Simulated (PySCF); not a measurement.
CH6GaN (SMILES [CH3][GaH][NH2]), singlet, geometry from GFN2-xTB (such geometries of metal compounds can be far from the true shape); CASSCF(6,4)/STO-3G (PySCF).

Input for PySCF:
```python
from pyscf import gto, scf, mcscf
import numpy

mol = gto.M(
    atom='''
Ga   -0.20455895   -0.17237346   -0.19578470
H    -1.15527757   -1.04394274   -1.07485338
C     0.27834313    1.76360393   -0.49268282
H     0.88310028    1.89376396   -1.39333298
H     0.85838171    2.11789679    0.36429931
H    -0.60694484    2.39511318   -0.59739359
N     0.47132621   -1.10887729    1.20268162
H     1.11042055   -0.75511424    1.90474431
H     0.28230493   -2.08362234    1.40318746
''',
    basis='sto-3g',
    verbose=4,
)

mf = scf.RHF(mol)
mf.kernel()
mc = mcscf.CASSCF(mf, 4, 6)
mc.fix_spin_(ss=0.0)
mc.kernel()
occ = numpy.linalg.eigvalsh(mc.fcisolver.make_rdm1(mc.ci, mc.ncas, mc.nelecas))[::-1]
ss = mc.fcisolver.spin_square(mc.ci, mc.ncas, mc.nelecas)[0]
print('natural occupations', occ.round(4), ' <S^2>', round(ss, 4))
```

**Question.** Predict the main parts of the log of this PySCF run.

**Answer.** 
```
PySCF version 2.14.0

[INPUT] verbose = 4
[INPUT] num. atoms = 9
[INPUT] num. electrons = 50
[INPUT] charge = 0
[INPUT] spin (= nelec alpha-beta = 2S) = 0
[INPUT] symmetry False subgroup None
[INPUT] Mole.unit = angstrom
[INPUT] Symbol           X                Y                Z      unit          X                Y                Z       unit  Magmom
[...]
nuclear repulsion = 186.619860050855
number of shells = 20
number of NR pGTOs = 102
number of NR cGTOs = 34
basis = sto-3g
ecp = {}

******** <class 'pyscf.scf.hf.RHF'> ********
method = RHF
initial guess = minao
damping factor = 0
level_shift factor = 0
DIIS = <class 'pyscf.scf.diis.CDIIS'>
diis_start_cycle = 1
diis_space = 8
diis_damp = 0
SCF conv_tol = 1e-09
SCF conv_tol_grad = None
SCF max_cycles = 50
direct_scf = True
direct_scf_tol = 1e-13
Set gradient conv threshold to 3.16228e-05
Initial guess from minao.
init E= -1993.09397899999
[...]
cycle= 1 E= -1995.40294469048  delta_E= -2.31  |g|= 0.515  |ddm|= 3.32
[...]
cycle= 2 E= -1995.53093022043  delta_E= -0.128  |g|= 0.101  |ddm|= 1.15
[...]
cycle= 3 E= -1995.53490716842  delta_E= -0.00398  |g|= 0.0343  |ddm|= 0.183
[...]
cycle= 4 E= -1995.53540881807  delta_E= -0.000502  |g|= 0.0103  |ddm|= 0.0625
[...]
cycle= 5 E= -1995.53550835915  delta_E= -9.95e-05  |g|= 0.00425  |ddm|= 0.0307
[...]
cycle= 6 E= -1995.53554617423  delta_E= -3.78e-05  |g|= 0.00208  |ddm|= 0.024
[...]
cycle= 7 E= -1995.53555722794  delta_E= -1.11e-05  |g|= 0.00131  |ddm|= 0.012
[...]
cycle= 8 E= -1995.53556339976  delta_E= -6.17e-06  |g|= 0.000645  |ddm|= 0.0114
[...]
cycle= 9 E= -1995.53556503348  delta_E= -1.63e-06  |g|= 0.000226  |ddm|= 0.00741
[...]
cycle= 10 E= -1995.53556516912  delta_E= -1.36e-07  |g|= 9.3e-05  |ddm|= 0.0019
[...]
cycle= 11 E= -1995.53556518828  delta_E= -1.92e-08  |g|= 1.76e-05  |ddm|= 0.000868
[...]
cycle= 12 E= -1995.5355651887  delta_E= -4.21e-10  |g|= 3.55e-06  |ddm|= 0.000117
[...]
Extra cycle  E= -1995.53556518872  delta_E= -1.46e-11  |g|= 2.07e-06  |ddm|= 9.69e-06
converged SCF energy = -1995.53556518872

******** <class 'pyscf.mcscf.mc1step.CASSCF'> ********
CAS (3e+3e, 4o), ncore = 22, nvir = 8
max_cycle_macro = 50
max_cycle_micro = 4
conv_tol = 1e-07
conv_tol_grad = None
orbital rotation max_stepsize = 0.02
orbital rotation threshold for CI restart = 0.01
augmented hessian ah_max_cycle = 30
augmented hessian ah_conv_tol = 1e-12
augmented hessian ah_linear dependence = 1e-14
augmented hessian ah_level shift = 1e-08
augmented hessian ah_start_tol = 2.5
augmented hessian ah_start_cycle = 3
augmented hessian ah_grad_trust_region = 3
kf_trust_region = 3
kf_interval = 4
ci_response_space = 4
ci_grad_trust_region = 3
with_dep4 0
natorb = False
canonicalization = True
sorting_mo_energy = False
ao2mo_level = 2
internal_rotation = False
******** <class 'pyscf.fci.addons.SpinPenaltyFCISolver'> ********
max. cycles = 50
conv_tol = 1e-08
davidson only = True
linear dependence = 1e-12
level shift = 0.001
max iter space = 12
nroots = 1
pspace_size = 400
spin = None
CASCI E = -1995.53568518840  S^2 = 0.0000000
Set conv_tol_grad to 0.000316228
macro iter   1 (  7 JK    2 micro), CASSCF E = -1995.53570977761  dE = -2.45892088e-05  S^2 = 0.0000000
               |grad[o]|=0.000642  |grad[c]|=0.00512  |ddm|=0.000177  |maxRot[o]|=0.0457
macro iter   2 (  7 JK    2 micro), CASSCF E = -1995.53578996626  dE = -8.01886438e-05  S^2 = 0.0000000
               |grad[o]|=0.000697  |grad[c]|=0.00836  |ddm|=0.00219  |maxRot[o]|=0.0572
macro iter   3 (  7 JK    2 micro), CASSCF E = -1995.53593223485  dE = -1.42268594e-04  S^2 = 0.0000000
               |grad[o]|=0.000935  |grad[c]|=0.00786  |ddm|=0.00106  |maxRot[o]|=0.0698
macro iter   4 (  7 JK    2 micro), CASSCF E = -1995.53609168907  dE = -1.59454221e-04  S^2 = 0.0000000
               |grad[o]|=0.0013  |grad[c]|=0.00354  |ddm|=0.00121  |maxRot[o]|=0.0542
macro iter   5 (  7 JK    2 micro), CASSCF E = -1995.53636756352  dE = -2.75874453e-04  S^2 = 0.0000000
               |grad[o]|=0.00167  |grad[c]|=0.00345  |ddm|=0.00138  |maxRot[o]|=0.0698
macro iter   6 (  7 JK    2 micro), CASSCF E = -1995.53671569319  dE = -3.48129665e-04  S^2 = 0.0000000
               |grad[o]|=0.00215  |grad[c]|=0.000935  |ddm|=0.00145  |maxRot[o]|=0.0698
macro iter   7 (  7 JK    2 micro), CASSCF E = -1995.53709660495  dE = -3.80911762e-04  S^2 = 0.0000000
               |grad[o]|=0.00257  |grad[c]|=0.00205  |ddm|=0.00192  |maxRot[o]|=0.0698
macro iter   8 (  7 JK    2 micro), CASSCF E = -1995.53744450616  dE = -3.47901210e-04  S^2 = 0.0000000
               |grad[o]|=0.00275  |grad[c]|=0.00373  |ddm|=0.00235  |maxRot[o]|=0.0698
macro iter   9 (  7 JK    2 micro), CASSCF E = -1995.53769603236  dE = -2.51526198e-04  S^2 = 0.0000000
               |grad[o]|=0.00249  |grad[c]|=0.00662  |ddm|=0.00955  |maxRot[o]|=0.0698
macro iter  10 (  7 JK    2 micro), CASSCF E = -1995.53776510079  dE = -6.90684287e-05  S^2 = 0.0000000
               |grad[o]|=0.00165  |grad[c]|=0.00291  |ddm|=0.00275  |maxRot[o]|=0.069
macro iter  11 ( 17 JK    4 micro), CASSCF E = -1995.53804191258  dE = -2.76811789e-04  S^2 = 0.0000000
               |grad[o]|=0.00117  |grad[c]|=0.038  |ddm|=0.126  |maxRot[o]|=0.136
macro iter  12 (  7 JK    2 micro), CASSCF E = -1995.53846142249  dE = -4.19509912e-04  S^2 = 0.0000000
               |grad[o]|=0.00222  |grad[c]|=0.00544  |ddm|=0.0134  |maxRot[o]|=0.0698
macro iter  13 (  7 JK    2 micro), CASSCF E = -1995.53902736123  dE = -5.65938743e-04  S^2 = 0.0000000
               |grad[o]|=0.00292  |grad[c]|=0.0027  |ddm|=0.0216  |maxRot[o]|=0.0698
macro iter  14 (  7 JK    2 micro), CASSCF E = -1995.53968756473  dE = -6.60203500e-04  S^2 = 0.0000000
               |grad[o]|=0.00366  |grad[c]|=0.00127  |ddm|=0.0311  |maxRot[o]|=0.0698
macro iter  15 (  7 JK    2 micro), CASSCF E = -1995.54041698744  dE = -7.29422708e-04  S^2 = 0.0000000
               |grad[o]|=0.00436  |grad[c]|=0.00206  |ddm|=0.0441  |maxRot[o]|=0.0698
[...]
               |grad[o]|=0.0129  |grad[c]|=0.104  |ddm|=0.0299  |maxRot[o]|=0.116
macro iter  22 ( 17 JK    4 micro), CASSCF E = -1995.54340747437  dE =  1.20643525e-04  S^2 = 0.0000000
               |grad[o]|=0.0175  |grad[c]|=0.0916  |ddm|=0.0263  |maxRot[o]|= 0.11
macro iter  23 ( 21 JK    4 micro), CASSCF E = -1995.54409562733  dE = -6.88152956e-04  S^2 = 0.0000000
               |grad[o]|=0.0245  |grad[c]|=0.0091  |ddm|=0.0025  |maxRot[o]|=0.0589
macro iter  24 ( 21 JK    4 micro), CASSCF E = -1995.54450177848  dE = -4.06151157e-04  S^2 = 0.0000000
               |grad[o]|=0.022  |grad[c]|=0.013  |ddm|=0.00338  |maxRot[o]|=0.0484
macro iter  25 ( 21 JK    4 micro), CASSCF E = -1995.54479903134  dE = -2.97252859e-04  S^2 = 0.0000000
               |grad[o]|=0.0207  |grad[c]|=0.00856  |ddm|=0.00226  |maxRot[o]|=0.0583
macro iter  26 ( 21 JK    4 micro), CASSCF E = -1995.54479727898  dE =  1.75236460e-06  S^2 = 0.0000000
               |grad[o]|=0.0199  |grad[c]|=0.0385  |ddm|=0.00354  |maxRot[o]|=0.0756
macro iter  27 ( 21 JK    4 micro), CASSCF E = -1995.54512319639  dE = -3.25917417e-04  S^2 = 0.0000000
               |grad[o]|=0.0215  |grad[c]|=0.00183  |ddm|=0.00289  |maxRot[o]|=0.0186
macro iter  28 ( 21 JK    4 micro), CASSCF E = -1995.54528909943  dE = -1.65903041e-04  S^2 = 0.0000000
               |grad[o]|=0.0196  |grad[c]|=0.00324  |ddm|=0.00283  |maxRot[o]|=0.0227
macro iter  29 ( 21 JK    4 micro), CASSCF E = -1995.54501727271  dE =  2.71826727e-04  S^2 = 0.0000000
               |grad[o]|=0.0165  |grad[c]|=0.0139  |ddm|=0.00371  |maxRot[o]|=0.0842
macro iter  30 ( 21 JK    4 micro), CASSCF E = -1995.54526673155  dE = -2.49458846e-04  S^2 = 0.0000000
               |grad[o]|=0.0177  |grad[c]|=0.00085  |ddm|=0.00281  |maxRot[o]|=0.0179
macro iter  31 ( 21 JK    4 micro), CASSCF E = -1995.54543718004  dE = -1.70448489e-04  S^2 = 0.0000000
               |grad[o]|=0.0158  |grad[c]|=0.00105  |ddm|=0.00227  |maxRot[o]|=0.0391
macro iter  32 ( 21 JK    4 micro), CASSCF E = -1995.54538805892  dE =  4.91211179e-05  S^2 = 0.0000000
               |grad[o]|=0.0125  |grad[c]|=0.0173  |ddm|=0.00319  |maxRot[o]|=0.0167
macro iter  33 ( 21 JK    4 micro), CASSCF E = -1995.54554173922  dE = -1.53680294e-04  S^2 = 0.0000000
               |grad[o]|=0.012  |grad[c]|=0.000643  |ddm|=0.00254  |maxRot[o]|=0.015
macro iter  34 ( 21 JK    4 micro), CASSCF E = -1995.54564228021  dE = -1.00540989e-04  S^2 = 0.0000000
               |grad[o]|=0.0108  |grad[c]|=0.00296  |ddm|=0.00325  |maxRot[o]|=0.0156
macro iter  35 ( 16 JK    4 micro), CASSCF E = -1995.54565297598  dE = -1.06957766e-05  S^2 = 0.0000000
               |grad[o]|=0.0092  |grad[c]|=0.0429  |ddm|=0.00129  |maxRot[o]|=0.0794
macro iter  36 (  7 JK    2 micro), CASSCF E = -1995.54582609923  dE = -1.73123244e-04  S^2 = 0.0000000
               |grad[o]|=0.00899  |grad[c]|=0.00249  |ddm|=0.00342  |maxRot[o]|=0.0529
macro iter  37 ( 15 JK    4 micro), CASSCF E = -1995.54571751109  dE =  1.08588138e-04  S^2 = 0.0000000
               |grad[o]|=0.00794  |grad[c]|=0.0683  |ddm|=0.00204  |maxRot[o]|=0.0993
macro iter  38 ( 21 JK    4 micro), CASSCF E = -1995.54576544476  dE = -4.79336697e-05  S^2 = 0.0000000
               |grad[o]|=0.0113  |grad[c]|=0.00191  |ddm|=0.00144  |maxRot[o]|=0.0434
macro iter  39 ( 17 JK    4 micro), CASSCF E = -1995.54580382676  dE = -3.83820015e-05  S^2 = 0.0000000
               |grad[o]|=0.00861  |grad[c]|=0.00774  |ddm|=0.00168  |maxRot[o]|=0.0636
macro iter  40 (  7 JK    2 micro), CASSCF E = -1995.54585645146  dE = -5.26246947e-05  S^2 = 0.0000000
               |grad[o]|=0.00556  |grad[c]|=0.00889  |ddm|=0.000837  |maxRot[o]|=0.0505
macro iter  41 (  7 JK    2 micro), CASSCF E = -1995.54589414940  dE = -3.76979483e-05  S^2 = 0.0000000
               |grad[o]|=0.0056  |grad[c]|=0.00398  |ddm|=0.00133  |maxRot[o]|=0.0594
macro iter  42 (  7 JK    2 micro), CASSCF E = -1995.54591349951  dE = -1.93501060e-05  S^2 = 0.0000000
               |grad[o]|=0.00646  |grad[c]|=0.00846  |ddm|=0.00138  |maxRot[o]|=0.0644
macro iter  43 (  5 JK    2 micro), CASSCF E = -1995.54592105369  dE = -7.55417614e-06  S^2 = 0.0000000
               |grad[o]|=0.00911  |grad[c]|=0.0046  |ddm|=0.000815  |maxRot[o]|=0.0288
macro iter  44 (  7 JK    2 micro), CASSCF E = -1995.54592999889  dE = -8.94520053e-06  S^2 = 0.0000000
               |grad[o]|=0.00642  |grad[c]|=0.0244  |ddm|=0.00219  |maxRot[o]|=0.0597
macro iter  45 ( 14 JK    4 micro), CASSCF E = -1995.54588102053  dE =  4.89783608e-05  S^2 = 0.0000000
               |grad[o]|=0.0119  |grad[c]|=0.0866  |ddm|=0.00411  |maxRot[o]|=0.119
macro iter  46 ( 21 JK    4 micro), CASSCF E = -1995.54588699539  dE = -5.97486883e-06  S^2 = 0.0000000
               |grad[o]|=0.00906  |grad[c]|=0.00493  |ddm|=0.000569  |maxRot[o]|=0.00904
macro iter  47 (  6 JK    2 micro), CASSCF E = -1995.54591704761  dE = -3.00522172e-05  S^2 = 0.0000000
               |grad[o]|=0.00713  |grad[c]|=0.00579  |ddm|=0.00109  |maxRot[o]|=0.027
macro iter  48 (  9 JK    3 micro), CASSCF E = -1995.54590374741  dE =  1.33001972e-05  S^2 = 0.0000000
               |grad[o]|=0.00505  |grad[c]|=0.0164  |ddm|=0.000514  |maxRot[o]|=0.0375
macro iter  49 ( 21 JK    4 micro), CASSCF E = -1995.54590274106  dE =  1.00635202e-06  S^2 = 0.0000000
               |grad[o]|=0.00478  |grad[c]|=0.00256  |ddm|=0.000141  |maxRot[o]|=0.0352
macro iter  50 ( 25 JK    4 micro), CASSCF E = -1995.54591192454  dE = -9.18348155e-06  S^2 = 0.0000000
               |grad[o]|=0.00451  |grad[c]|=0.000479  |ddm|=0.000485  |maxRot[o]|=0.00928
1-step CASSCF not converged,  50 macro (703 JK 157 micro) steps
CASSCF canonicalization
Density matrix diagonal elements [1.99607917 1.99036586 1.99552806 0.01802691]
CASSCF energy = -1995.54591192454
CASCI E = -1995.54591192454  E(CI) = -25.5623073079510  S^2 = 0.0000000
natural occupations [2.     2.     1.9835 0.0165]  <S^2> 0.0
```

Convergence was not reached.
